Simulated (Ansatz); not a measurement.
The cluster Na₆Au⁺. Charge 1, multiplicity 1. Geometry PBE-D4/def2-SVP.

Cartesian coordinates in Å:
```
Au -0.3946 1.3851 -0.4479
Na 2.0133 1.5927 1.2081
Na -1.0734 3.9172 -1.2679
Na -2.3377 -0.5056 -1.5584
Na -1.9284 -3.7468 -0.7668
Na 0.3671 -1.3783 0.4829
Na 3.3536 -1.2644 2.3499
```

In the def2 sets Au takes a core potential; there is no spin–orbit coupling. The restricted singlet is unstable towards broken spin symmetry in Hartree–Fock (as tested in another run); at PBE-D4/def2-SVP, r2SCAN-D4/def2-TZVP, PBE0-D4/def2-SVP, PBE0-D4/def2-TZVP and others this wasn't settled. No other spin state of charge 1 was run. Another isomer (singlet) lies 0.46 eV lower at PBE0-D4/def2-TZVP; other spin states weren't run for this one.

**Question.** Estimate the orbital energies around the gap (eV) in Ansatz with PBE-D4/def2-SVP, r2SCAN-D4/def2-TZVP, PBE0-D4/def2-SVP, PBE0-D4/def2-TZVP, ωB97M-V/def2-TZVP.

**Answer.** 
```csv
orbital,PBE-D4/def2-SVP,r2SCAN-D4/def2-TZVP,PBE0-D4/def2-SVP,PBE0-D4/def2-TZVP,ωB97M-V/def2-TZVP
HOMO−5,-9.17,-9.34,-10.60,-10.57,-13.03
HOMO−4,-9.04,-9.22,-10.59,-10.55,-13.03
HOMO−3,-8.97,-9.15,-10.52,-10.49,-12.97
HOMO−2,-8.48,-8.62,-9.37,-9.35,-11.34
HOMO−1,-6.12,-6.04,-6.53,-6.58,-7.81
HOMO,-5.86,-5.76,-6.22,-6.28,-7.41
LUMO,-5.05,-4.73,-4.56,-4.60,-3.58
LUMO+1,-4.57,-4.39,-4.09,-4.15,-3.12
LUMO+2,-4.30,-4.08,-3.79,-3.83,-2.76
LUMO+3,-4.01,-3.90,-3.51,-3.58,-2.51
LUMO+4,-3.74,-3.41,-3.20,-3.28,-2.35
LUMO+5,-3.26,-3.08,-2.70,-2.79,-1.80
```
